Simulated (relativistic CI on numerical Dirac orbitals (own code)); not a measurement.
Calculated at this level of theory: Dirac-Coulomb-Breit CI, orbitals from a KLI potential per configuration, a model potential for QED, valence Slater integrals scaled by 0.9, P86 correlation estimate, and configurations built on the next ion tied to the tabulated ionisation energy (semi-empirical) (own radial code, finite nucleus).

CI space (outside the closed core 1s2): 2s2.2p6, 2s2.2p5.3s, 2s2.2p5.3p, 2s2.2p5.3d, 2s2.2p5.4s, 2s.2p6.3s, 2s.2p6.3p, 2s2.2p5.4p, 2s.2p6.3d, 2s2.2p5.4d, 2s2.2p5.4f, 2s2.2p4.3s2, 2s2.2p4.3s.3p, 2s.2p6.4s, 2s.2p6.4p, 2s2.2p4.3p2, 2s2.2p4.3s.3d, 2s.2p6.4d, 2s.2p6.4f, 2s2.2p4.3p.3d, 2s.2p5.3s2, 2s2.2p4.3d2, 2s.2p5.3s.3p, 2s.2p5.3p2. Levels of other configurations are missing.

Configurations that consist of the next ion and one excited electron were tied to the tabulated ionisation energy; Rydberg ones are usually within 1,000 to 3,000 cm⁻¹ and the lowest ones within about 6,000 (9,000 in d shells), while levels on excited terms of the next ion carry the error of that term, and the other configurations can be misplaced by 10,000 cm⁻¹ or more. Rates follow the energies as ν³ (E1, M1) or ν⁵ (E2), so rates, branching and lifetimes can be off by large factors.

Outline of the computed level scheme of Ca XI. Lowest level of each configuration: 2s2.2p6 1S_0 at 0.000 eV; 2s2.2p5.3s 3P°_2 at 347.982 eV; 2s2.2p5.3p 3S_1 at 367.259 eV; 2s2.2p5.3d 3P°_0 at 397.137 eV; 2s.2p6.3s 3S_1 at 439.192 eV; 2s.2p6.3p 3P°_0 at 460.388 eV; 2s2.2p5.4s 3P°_2 at 465.723 eV; 2s2.2p5.4p 3S_1 at 473.182 eV.

Some strong electric-dipole decays among the lowest 45 levels: 2s2.2p5.3d 1P°_1 → 2s2.2p6 1S_0 (5.7e+12 s⁻¹); 2s2.2p5.3d 3D°_1 → 2s2.2p6 1S_0 (5.1e+11 s⁻¹); 2s2.2p5.3s 1P°_1 → 2s2.2p6 1S_0 (2.7e+11 s⁻¹); 2s2.2p5.3s 3P°_1 → 2s2.2p6 1S_0 (1.8e+11 s⁻¹); 2s2.2p5.4p 3D_3 → 2s2.2p5.3s 3P°_2 (3.9e+10 s⁻¹); 2s2.2p5.4s 1P°_1 → 2s2.2p6 1S_0 (3.7e+10 s⁻¹); 2s2.2p5.4p 3D_2 → 2s2.2p5.3s 1P°_1 (3.7e+10 s⁻¹); 2s2.2p5.4s 3P°_1 → 2s2.2p6 1S_0 (3.6e+10 s⁻¹).

LS names give the leading component of a level, which can be under half, so a name can repeat, a term be missing and a line seem to break the LS rules.
